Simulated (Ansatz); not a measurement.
ClHSi (SMILES [SiH]Cl) moved off its minimum; all values from Ansatz (an electronic-structure program), cores frozen in correlated methods.
(charge 0, multiplicity 1)
```xyz
3

Si     0.86594    -0.27693     0.77289
H      1.73494    -0.64810    -0.32009
Cl    -0.78422     0.19589    -0.69443
```

### Question
Give the forces (eV/Å), the total energy and the dipole at CCSD(T)/aug-cc-pV(T+d)Z.

### Answer

```
atom      Fx      Fy      Fz
----  ------  ------  ------
Si1   -2.116   0.706  -0.358
H2     0.889  -0.363  -0.866
Cl3    1.227  -0.343   1.224
```
Energy -749.3799 hartree, dipole 2.23 D.

Doubts at one or more of the structures used: a restricted determinant that unrestricted orbitals would lower (CCSD(T)/aug-cc-pV(T+d)Z).
